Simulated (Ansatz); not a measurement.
Species: hydrogen telluride, H2Te (charge 0, singlet). SMILES: [TeH2]
Geometry: optimised at B3LYP-D3(BJ)/def2-TZVP (Ansatz, an electronic-structure program).

Quantity: vertical triplet-singlet gap (E(triplet) - E(singlet); each state is the SCF solution reached for its spin), in kcal/mol. Cores are frozen in the correlated levels unless marked. UHF or UKS for open shells. Spin-orbit coupling is left out. Frozen are the shells of the preceding noble gas and the d and f shells that filled before the atom's block. In def2 rows, elements after Kr have scalar-relativistic effective core potentials. CBS(X,Y): correlation extrapolated as X^-3; Hartree-Fock from the larger set. [CCSD(T)-MP2]/basis is that difference in the basis named.

| level | program | vertical triplet-singlet gap (kcal/mol) | minus last row |
|---|---|---|---|
| HF/def2-TZVPPD | Ansatz | 79.4 | -10.9 |
| PBE/def2-TZVPD | Ansatz | 85.9 | -4.4 |
| r2SCAN/def2-TZVPD | Ansatz | 85.2 | -5.1 |
| PBE0/def2-TZVPD | Ansatz | 86.3 | -4.0 |
| CAM-B3LYP/def2-TZVPD | Ansatz | 88.9 | -1.4 |
| MP2/def2-QZVPPD | Ansatz | 90.4 | 0.1 |
| CCSD/def2-SVPD | Ansatz | 89.2 | -1.1 |
| RI-MP2/CBS(def2-TZVPPD,def2-QZVPPD)+[CCSD(T)-MP2]/def2-SVPD | Ansatz | 90.2 | -0.1 |
| RI-MP2/CBS(def2-TZVPPD,def2-QZVPPD)+[CCSD(T)-MP2]/def2-TZVPPD | Ansatz | 90.3 | 0.0 |
| CCSD(T)/CBS(def2-TZVPPD,def2-QZVPPD) | Ansatz | 90.3 | 0.0 |
